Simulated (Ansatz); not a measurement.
Calculated with Ansatz (gas phase, PBE0-D4/def2-TZVP geometries, no zero-point term in ΔE). CBS: MP2 limit from def2 TZ/QZ plus the TZ coupled-cluster correction, frozen cores. This one scheme is used for every species. Functionals use def2-TZVPP.

Consider the ligand exchange at the Si–F bond: `F[SiH]1CS1` + HCl → `Cl[SiH]1CS1` + H–F.

CCSD(T)/CBS gives +33.9 kJ/mol.

(1) Another level gave +48.6 kJ/mol. Which?
A. B97M-V/def2-TZVPP
B. CAM-B3LYP/def2-TZVPP
C. PBE-D4/def2-TZVPP
D. r2SCAN-D4/def2-TZVPP

Largest T1 diagnostic among the species: 0.012.

Answers

(1) B. CAM-B3LYP 48.6, PBE-D4 29.2, r2SCAN-D4 37.9, B97M-V 42.6 kJ/mol.

The D4 term adds −6.1 kJ/mol with B3LYP and −3.3 kJ/mol with PBE0; it sums over pairs of atoms, weighted by their polarisabilities, and B3LYP, whose exchange is more repulsive, gets the larger term. Leaving LDA and LC-ωPBE aside and taking each functional with its dispersion term where it has one, the values, not all of them listed here, spread over 19.0 kJ/mol, from revPBE-D4 to CAM-B3LYP-D4.

B3LYP here is the variant with VWN-RPA as its local correlation; programs differ in this.
